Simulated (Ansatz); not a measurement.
One change: `[NH2][InH][Br]` becomes `[CH3][In]([NH2])[Br]`.

Ansatz, PBE0-D4/def2-TZVP geometries, multiplicity 1. Each molecule was computed in one conformer, which needn't be the lowest.

Elements past krypton have def2 core potentials. Scalar relativity is left out up to krypton.

```csv
property,`[NH2][InH][Br]`
HOMO–LUMO gap (ωB97M-V/def2-TZVPP) / eV,10.00
size of the dipole moment (ωB97M-V/def2-TZVPP) / D,3.01
LUMO energy (ωB97M-V/def2-TZVPP) / eV,0.22
HOMO energy (PBE/def2-TZVPP) / eV,-6.14
HOMO energy (B3LYP/def2-TZVPP) / eV,-7.23
size of the dipole moment (PBE/def2-TZVPP) / D,2.91
```

Q: Give the same properties after the change, and the shifts. (An estimate is asked.)

A: Ansatz gave: 
| property | `[CH3][In]([NH2])[Br]` | shift |
| --- | --- | --- |
| HOMO–LUMO gap (ωB97M-V/def2-TZVPP) / eV | 10.16 | 0.16 |
| size of the dipole moment (ωB97M-V/def2-TZVPP) / D | 3.54 | 0.53 |
| LUMO energy (ωB97M-V/def2-TZVPP) / eV | 0.55 | 0.33 |
| HOMO energy (PBE/def2-TZVPP) / eV | -5.96 | 0.18 |
| HOMO energy (B3LYP/def2-TZVPP) / eV | -7.05 | 0.18 |
| size of the dipole moment (PBE/def2-TZVPP) / D | 3.45 | 0.54 |

With PBE0 the HOMO rises by 0.17 eV and the LUMO rises by 0.29 eV, so the gap widens by about 0.12 eV. PBE moves the HOMO by 0.18 eV and ωB97M-V by 0.18 eV. The zero-point energy changes by 77.8 kJ/mol with +9 modes. Dipoles are sizes alone; their direction can turn.

B3LYP here is the variant with VWN-RPA as its local correlation; programs differ in this.

Spin–orbit coupling is left out; it splits and shifts lone-pair levels of the heavy atoms by tenths of an eV.
